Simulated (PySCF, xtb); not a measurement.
CH3Si, SMILES [CH]=[SiH2], multiplicity 2.

Harmonic wavenumbers (cm⁻¹) from xtb 6.7.1 with GFN2-xTB at its own minimum, in rising order: 118, 488, 614, 797, 913, 1095, 2127, 2278, 2913.

Q: What does PySCF with ωB97X-D3(BJ)/def2-TZVP give at its own minimum? (Estimate from the structure and the level; the computed values follow.)

A: 247, 411, 616, 691, 963, 1107, 2284, 2289, 3369. Paired by order, the mean absolute difference is 111 cm⁻¹ and the zero-point energies are 16.2 and 17.1 kcal/mol.
